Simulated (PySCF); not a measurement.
Computed IR spectrum (relative IR intensity) of a molecule C4H9B. Geometry optimised at PBE-D3(BJ)/def2-SVP. Other conformers were not sampled. All values below come from PBE-D3(BJ)/def2-SVP (PySCF). Frequencies are harmonic and unscaled.

Lines under 2 % of the strongest are left out, and lines within 2 cm⁻¹ are merged.

ν (cm⁻¹): 111 (vw), 825 (w), 890 (m), 969 (m), 973 (w), 1021 (w), 1114 (s), 1163 (s), 1251 (m), 1263 (s), 1280 (vs), 1368 (vw), 1375 (w), 1385 (s), 1391 (vw), 1395 (w), 1626 (s), 3019 (w), 3023 (w), 3037 (m), 3052 (w), 3066 (m), 3139 (w) (against the strongest line: vs over 80 %, s over 45 %, m over 15 %, w over 4 %, vw less)

**Question.** Which structure fits?
A. C=CBCC
B. C=CB(C)C
C. C=CCBC

**Answer.** B, C=CB(C)C
